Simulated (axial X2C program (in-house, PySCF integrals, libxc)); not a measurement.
# SbO⁺: nuclear properties from DFT to coupled cluster

Calculated with an axial X2C code built on PySCF integrals: two-component X2C with atomic mean-field Coulomb and Gaunt terms, Gaussian nuclei, basis Sb dyall-acv3z, O dyall-av3z with contracted cores.

R = 1.756 Å (near the PBE0 minimum at charge 1 of the determinant lowest at the starting distance; the state shown can have its own minimum elsewhere); state Ω = 0 (closed shell).

```csv
level,qzz Sb (a.u.),qzz O (a.u.)
PBE0,-8.88,-0.28
HF,-11.09,-0.15
B3LYP,-8.51,-0.36
```

qzz is the electric field gradient, eQq0 = 234.96 MHz × Q/barn × qzz. The operators were transformed with the bare-nucleus X2C matrices; with these basis sets, hyperfine constants and field gradients can be off by tens of per cent, and where levels differ in sign neither size nor sign is settled.

Finite-field MP2, CCSD and CCSD(T), with 20 electrons correlated in 130 natural virtual spinors (MP2 remainder added):

```csv
level,qzz Sb (a.u.),qzz O (a.u.)
MP2,-6.71,-0.67
CCSD,-8.62,-0.37
CCSD(T),-7.86,-0.43
```

T1 = 0.030 (Lee–Taylor). One unrestricted determinant, the lowest of a limited PBE0 search, is the reference; the functionals treat spin collinearly. Correlation of the inner shells is missing, which matters for properties at the nucleus. Number of frozen shells: Sb 4 s, 3 p, 1 d; O 1 s.

Question: By how much does correlation change each value, CCSD(T) against HF?

Answer: qzz Sb -29 %; qzz O 187 %.
